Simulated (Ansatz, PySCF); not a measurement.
Species: sum formula H4GeO4, net charge 1, doublet state. 
Geometry from a B3LYP-D3(BJ)/def2-TZVP (Ansatz, a program for electronic structure) optimisation:
```xyz
9

O      0.4235     1.1738    -1.1558
Ge    -0.1344    -0.0765     0.0493
O     -1.0312     0.7030     1.2897
O     -0.4833    -1.5645    -0.7345
O      1.6546     0.0083     0.3940
H      0.5615     2.0750    -0.8003
H     -1.5991     0.1691     1.8636
H     -1.3996    -1.8750    -0.7643
H      2.2304    -0.4868    -0.2232
```
Charge +1, spin multiplicity 2.

Total electronic energies in hartree. Cores are frozen in the correlated levels unless marked. UHF or UKS for open shells. No spin-orbit coupling. The frozen core is the preceding noble-gas configuration, with the filled d and f shells of earlier blocks. No relativistic terms.  The program attaches cautions to a run behind CCSD(T)/6-31G*: other roots.

The Hartree-Fock reference is unstable (checked in the largest basis), which strains HF and MP2. 

| level | program | energy (Eh) |
|---|---|---|
| HF/aug-cc-pVTZ | Ansatz | -2377.06839 |
| HF-D4/def2-TZVPD | PySCF + dftd4 | -2377.05681 |
| revPBE-D3(BJ)/def2-TZVPD | Ansatz + dftd3 | -2379.93852 |
| PBE0/STO-3G | Ansatz | -2351.43400 |
| PBE0/def2-SVP | Ansatz | -2378.94715 |
| PBE0/def2-TZVPD | Ansatz | -2379.59276 |
| BHLYP-D3(BJ)/def2-TZVPD | Ansatz + dftd3 | -2380.00481 |
| TPSSh-D3(BJ)/def2-TZVPD | PySCF + dftd3 | -2380.14222 |
| TPSSh-D4/def2-TZVPD | PySCF + dftd4 | -2380.14269 |
| CAM-B3LYP-D4/def2-TZVPD | Ansatz + dftd4 | -2380.20213 |
| CAM-B3LYP/def2-TZVPD | Ansatz | -2380.19737 |
| B2PLYP-D4/def2-TZVPD | Ansatz + dftd4 | -2379.57761 |
| RI-MP2/cc-pVQZ | Ansatz | -2378.21414 |
| CCSD(T)/6-31G* | Ansatz | -2377.40578 |

Totals of different functionals don't rank their quality; only differences between species are comparable.
